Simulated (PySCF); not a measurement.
## SnH⁺, CCSD: how much the basis matters

PySCF, RHF reference; singlet, unpaired electrons none; De to Sn⁺ + H without counterpoise correction. Frozen cores follow the default of each basis and core potential.

```tsv
basis	relativity	functions	Re (Å)	ωe (cm⁻¹)	De (eV)	frozen orbitals
cc-pVDZ-PP/cc-pVDZ	scalar-relativistic core potentials	28	1.757	1832	2.60	4
def2-SVPD	scalar-relativistic core potentials	40	1.762	1811	2.65	4
x2c-SVPall	spin-free X2C	41	1.756	1837	2.59	18
def2-TZVPPD	scalar-relativistic core potentials	73	1.745	1863	2.77	4
```

Problem. How does each smaller set differ from the one with most functions, def2-TZVPPD?

Solution. cc-pVDZ-PP/cc-pVDZ: +1.2 pm, -1.7 % in ωe, -0.17 eV in De; def2-SVPD: +1.7 pm, -2.8 % in ωe, -0.12 eV in De; x2c-SVPall: +1.1 pm, -1.4 % in ωe, -0.18 eV in De. All at CCSD; the set with most functions is neither the basis-set limit nor always the best. The rows treat relativity differently, so the differences are not basis effects alone.

Correlated steps freeze the inner cores (4 to 18 orbitals); shallow outer-core shells are correlated. Correlated levels converge slowly with the basis: in double zeta they bind strong bonds too weakly, by up to about 1 eV, and carry superposition errors of some tenths. These are scalar-relativistic numbers at best; spin–orbit coupling would shift them, the dissociation energy most. For an ion De counts to the pair picked by the measured ionisation energies or electron affinities, which need not be the lowest pair at this level. Where the molecule has an RHF reference, its open-shell atoms are computed with UHF.
